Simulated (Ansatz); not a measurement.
Cost and result up the ladder for the cluster AlSi₅ (6 atoms). The state is a doublet with charge 0. Geometry: r2SCAN-D4/def2-SVP.

```xyz
6

Al   -1.111   -0.729    0.284
Si    1.459    2.414    1.212
Si    0.954    0.677   -0.155
Si    0.472   -1.093   -1.610
Si   -0.436    1.158    1.686
Si   -1.338   -2.428   -1.417
```

Ansatz on 4 threads of AMD EPYC 9B14 on a shared host. Times are rough, and most runs start from the orbitals of an earlier one. r2SCAN0-D4/def2-TZVP serves as the yardstick here, not as an exact answer. Differences are given only for rows in sets of like size (and for xTB, whose basis is part of the method), since another set adds its own error. Binding counts from free atoms at the same level (Al doublet, Si triplet; other spins of the atoms weren't run), without zero-point energy or a counterpoise term.

B3LYP takes the VWN-RPA correlation. Correlated methods freeze 30 core orbitals. In CCSD on the charge 0 doublet the largest single amplitude is 0.20, so its Hartree–Fock determinant may place the open shell otherwise than the density functionals do. Another isomer (doublet) lies 1.76 eV lower at PBE0-D4/def2-TZVP; other spin states weren't run for this one.

Correlated methods converge slowly with the basis.

| level | functions | wall time | binding energy per atom (eV) | difference from r2SCAN0-D4/def2-TZVP (eV) | remarks |
| --- | --- | --- | --- | --- | --- |
| PBE-D4/def2-SVP | 108 | 1.6 s | 3.11 | – | – |
| PBE0-D4/def2-SVP | 108 | 2.3 s | 2.97 | – | – |
| PBE-D4/def2-TZVP (with forces) | 222 | 3.6 s | 3.15 | 0.21 | – |
| RPA@PBE/def2-TZVP | 222 | 6 s | 2.52 | -0.41 | – |
| B3LYP-D4/def2-TZVP | 222 | 7.5 s | 2.83 | -0.11 | – |
| PBE0-D4/def2-TZVP | 222 | 8 s | 3.01 | 0.08 | – |
| r2SCAN-D4/def2-TZVP | 222 | 9 s | 3.06 | 0.13 | – |
| B2PLYP/def2-TZVP | 222 | 12 s | 2.81 | -0.13 | – |
| r2SCAN0-D4/def2-TZVP | 222 | 28 s | 2.93 | 0.00 | – |
| CCSD(T)/def2-TZVP | 222 | 6.5 min | 2.76 | -0.18 | large T1 (0.057), spin-contaminated (⟨S²⟩ 1.27) |
